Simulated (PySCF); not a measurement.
Geometries of 3 isomers of C2H11BN2, from PBE0-D3(BJ)/def2-SVP geometry optimisation, gas phase (PySCF). One conformer each, no zero-point energy, no frequencies.

Task: Which is lowest in electronic energy at this level?
A.
```xyz
16
angstrom
B      2.274    0.218    0.068
N      0.709    0.069    0.486
C     -0.160   -0.561   -0.515
C     -1.636   -0.546   -0.131
N     -2.229    0.750    0.099
H      2.283    0.936   -0.927
H      2.670   -0.920   -0.158
H      2.822    0.735    1.035
H      0.349    1.004    0.692
H      0.662   -0.450    1.365
H      0.207   -1.586   -0.673
H      0.006   -0.017   -1.458
H     -2.193   -1.060   -0.932
H     -1.791   -1.162    0.773
H     -1.918    1.196    0.957
H     -2.081    1.393   -0.676
```
B.
```xyz
16
angstrom
C      2.311   -0.079   -0.700
N      1.194   -0.884   -0.283
B      0.189   -0.354    0.678
N     -1.152    0.059   -0.240
C     -2.277    0.630    0.496
H      3.082    0.093    0.083
H      2.829   -0.514   -1.574
H      1.968    0.923   -1.010
H      1.472   -1.841   -0.104
H     -0.259   -1.198    1.454
H      0.473    0.713    1.233
H     -1.413   -0.795   -0.736
H     -0.817    0.699   -0.962
H     -3.134    0.857   -0.155
H     -1.939    1.548    0.994
H     -2.583   -0.081    1.274
```
C.
```xyz
16
angstrom
C     -0.719    1.746    0.362
N     -0.397    0.320    0.320
C     -1.498   -0.507   -0.163
B      1.031    0.049   -0.538
N      2.097    0.833    0.151
H      0.183    2.272    0.702
H     -0.963    2.080   -0.656
H     -1.569    1.954    1.032
H     -0.146    0.029    1.266
H     -2.412   -0.360    0.434
H     -1.195   -1.561   -0.133
H     -1.702   -0.240   -1.210
H      0.732    0.436   -1.671
H      1.147   -1.177   -0.460
H      2.828    0.284    0.589
H      2.538    1.556   -0.405
```

Result: C. That is `C[NH+](C)[BH2-]N`, 4.4 kcal/mol below the next.

| SMILES | atoms numbered as above | E (Eh) | relative (kcal/mol) | relative (kJ/mol) | dipole (D) |
| --- | --- | --- | --- | --- | --- |
| C[NH+](C)[BH2-]N | [CH3:1][NH+:2]([CH3:3])[BH2-:4][NH2:5] | -216.79752 | 0.0 | 0.0 | 3.53 |
| CN[BH2-][NH2+]C | [CH3:1][NH:2][BH2-:3][NH2+:4][CH3:5] | -216.79047 | 4.4 | 18.5 | 4.22 |
| [BH3-][NH2+]CCN | [BH3-:1][NH2+:2][CH2:3][CH2:4][NH2:5] | -216.76504 | 20.4 | 85.3 | 4.91 |
